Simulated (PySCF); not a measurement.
**Deuteron quadrupole couplings in `C=Cc1csc[n+]1C`**

Species: C6H8NS (charge +1).
Atom-mapped SMILES: `[CH2:1]=[CH:2][c:3]1[cH:4][s:5][cH:6][n+:7]1[CH3:8]` (hydrogens: H9, H10 on C1; H11 on C2; H12 on C4; H13 on C6; H14, H15, H16 on C8)

Structure used (GFN2-xTB), in Å, numbered top down from 1:
```
atom  x, y, z in Å
C1    -2.6448   -0.1125   -0.0752
C2    -1.3782   -0.4698    0.1159
C3    -0.2473    0.4282   -0.0209
C4    -0.2858    1.7862   -0.1876
S5     1.2773    2.4691   -0.2962
C6     1.9510    0.9364   -0.1167
N7     1.0535   -0.0261    0.0160
C8     1.4139   -1.4132    0.1763
H9    -3.4416   -0.8241    0.0486
H10   -2.9356    0.8817   -0.3661
H11   -1.1492   -1.4871    0.3948
H12   -1.1586    2.4048   -0.2428
H13    3.0099    0.7526   -0.1109
H14    1.0721   -1.7839    1.1440
H15    2.4948   -1.5198    0.1230
H16    0.9610   -2.0136   -0.6136
```

Level: PBE0/pcSseg-1 (PySCF, non-relativistic); Q(2H) = 0.00286 b; rigid geometry, the same for H and D, with no vibrational averaging.

Task: Rank these positions by the coupling χzz of a deuteron there, largest first.
A. H15 (methyl hydrogen)
B. H11 (vinylic hydrogen)
C. H10 (vinylic hydrogen)
D. H14 (methyl hydrogen)

Result: C (223 kHz), B (216 kHz), A (201 kHz), D (196 kHz).

Task: Give the electric field gradient Vzz (the principal value of largest size), its asymmetry and the 2H coupling at each hydrogen.

Result: 
```csv
atom,bonded to,bond length (Å),Vzz (au),η,χzz (kHz)
H9,C1,1.075,0.3291,0.03,221
H10,C1,1.076,0.3318,0.04,223
H11,C2,1.079,0.3219,0.11,216
H12,C4,1.071,0.3367,0.10,226
H13,C6,1.075,0.3222,0.11,217
H14,C8,1.091,0.2916,0.08,196
H15,C8,1.088,0.2988,0.11,201
H16,C8,1.091,0.2920,0.08,196
```

Task: How does χzz go with the bond length over the 8 C–H bonds?

Result: A straight-line fit has a slope of -15.5 kHz for each 0.01 Å, with a correlation coefficient of -0.98, over lengths from 1.071 to 1.091 Å. The longer bonds have the smaller couplings here.

Geometry: GFN2-xTB, one conformer, isolated ion. GFN2-xTB bond lengths can be off by several hundredths of an ångström, more for odd bonds, and the gradients follow them. These gradients aren't converged with respect to the basis.
